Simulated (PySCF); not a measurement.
Isomers of C9H10O, from PBE0-D3(BJ)/def2-SVP geometry optimisation, gas phase in PySCF. One conformer each, no zero-point energy, no frequencies.

Question: Which is lower in electronic energy at this level?
A. `[CH2:1]=[CH:2][c:3]1[cH:4][cH:5][c:6]([O:7][CH3:8])[cH:9][cH:10]1` with C1–C2–C3–C4 180°, C5–C6–O7–C8 180°: A = 4156, B = 716.7, C = 613.7 MHz, dipole 1.62 D
B. `[CH3:1][O:2][C:3]1=[CH:4][C@H:5]2[CH:6]=[CH:7][C@@H:8]1[CH:9]=[CH:10]2` with C1–O2–C3–C4 0°: A = 2662, B = 1131, C = 1103 MHz, dipole 1.01 D

Answer: A. That is `C=Cc1ccc(OC)cc1` (4-methoxystyrene), 36.7 kcal/mol below the other.

| SMILES | mapped SMILES | E (Eh) | relative (kcal/mol) | relative (kJ/mol) | dipole (D) |
| --- | --- | --- | --- | --- | --- |
| C=Cc1ccc(OC)cc1 | [CH2:1]=[CH:2][c:3]1[cH:4][cH:5][c:6]([O:7][CH3:8])[cH:9][cH:10]1 | -423.38410 | 0.0 | 0.0 | 1.62 |
| COC1=C[C@H]2C=C[C@@H]1C=C2 | [CH3:1][O:2][C:3]1=[CH:4][C@H:5]2[CH:6]=[CH:7][C@@H:8]1[CH:9]=[CH:10]2 | -423.32569 | 36.7 | 153.4 | 1.01 |

As drawn, the lower has an aromatic ring, which the higher lacks.
